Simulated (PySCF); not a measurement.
Compound: C5H5F3.
SMILES: `FC(F)(F)[C@]12C[C@H]1C2`

All values: CAM-B3LYP/def2-SVPD (PySCF, non-relativistic), on one gas-phase PBE0-D3(BJ)/def2-SVP geometry that isn't relaxed in the solvent. The solvent is an IEF-PCM continuum (Bondi radii, 1.10 Å for H, scaled by 1.2), and excitations are vertical TDDFT with non-equilibrium linear response and a frozen core. The model holds no explicit solvent molecules, cavitation or dispersion.

```json
{"run": "gas", "E − E(gas) (kJ/mol)": "0.00", "HOMO (eV)": "-9.27", "HOMO–LUMO gap (eV)": "10.63", "dipole (D)": "2.31", "lowest singlet (eV)": "7.71", "static polarisability (au)": "56.6"}
{"run": "P", "E − E(gas) (kJ/mol)": "-8.63", "HOMO (eV)": "-9.05", "HOMO–LUMO gap (eV)": "10.54", "dipole (D)": "2.66", "lowest singlet (eV)": "7.70", "static polarisability (au)": "68.2"}
{"run": "Q", "E − E(gas) (kJ/mol)": "-5.57", "HOMO (eV)": "-9.12", "HOMO–LUMO gap (eV)": "10.58", "dipole (D)": "2.54", "lowest singlet (eV)": "7.70", "static polarisability (au)": "63.5"}
```

The runs were made in benzene and chloroform. Which run belongs to which solvent?

P = chloroform, Q = benzene. The dielectric constants are 2.271 (benzene), 4.711 (chloroform), and the energy falls further as ε rises. The optical constants n² used for the excitations are 2.25, 2.09 in the same order. In this model the ground state sees the solvent through ε alone.

How constant is the ratio of the lowering to (ε − 1)/(2ε + 1)?

| solvent | (ε − 1)/(2ε + 1) | E − E(gas) (kJ/mol) | ratio (kJ/mol) | polarisation term (kJ/mol) |
| --- | --- | --- | --- | --- |
| benzene | 0.229 | -5.57 | -24.3 | -5.87 |
| chloroform | 0.356 | -8.63 | -24.2 | -9.36 |

The ratio changes by -0.2 % in size from benzene to chloroform. The polarisation term is half the interaction of the solute with the induced surface charges.

Conformer computed: `[F:1][C:2]([F:3])([F:4])[C@:5]12[CH2:6][C@H:7]1[CH2:8]2`: F1–C2–C5–C6 20°.
